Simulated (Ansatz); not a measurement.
The cluster Hg₂Br₄⁻. Total charge -1; doublet. Geometry r2SCAN-D4/def2-SVPD, basis def2-SVP, Ansatz.

```xyz
6

Hg   -1.402   -0.190   -1.241
Hg    1.592    0.334    1.361
Br   -3.353   -0.389   -2.855
Br    1.146   -0.224   -1.800
Br    3.619    0.363    3.176
Br   -1.602    0.108    1.360
```

| run | HOMO (eV) | LUMO (eV) |
| --- | --- | --- |
| A | -1.05 | -0.67 |
| B | -1.50 | -1.17 |
| C | -2.29 | -0.22 |
| D | -1.29 | -0.85 |
| E | -1.63 | -0.87 |

In the def2 sets Hg takes a core potential; there is no spin–orbit coupling. Another isomer (doublet) lies 0.03 eV lower at PBE0-D4/def2-SVP; other spin states weren't run for this one.

HOMO and LUMO are taken over both spins.

The runs used BLYP, LDA (SPW92), PBE, PBE0, r2SCAN. Estimate which is which.

A BLYP (0 % exact exchange); B LDA (SPW92) (0 % exact exchange); C PBE0 (25 % exact exchange); D PBE (0 % exact exchange); E r2SCAN (0 % exact exchange). Exact exchange lowers occupied and raises empty levels; among semilocal functionals meta-GGAs tend to open the gap a little, and such runs are hard to tell apart. The gap grows from 0.32 eV (LDA (SPW92)) to 2.07 eV (PBE0).
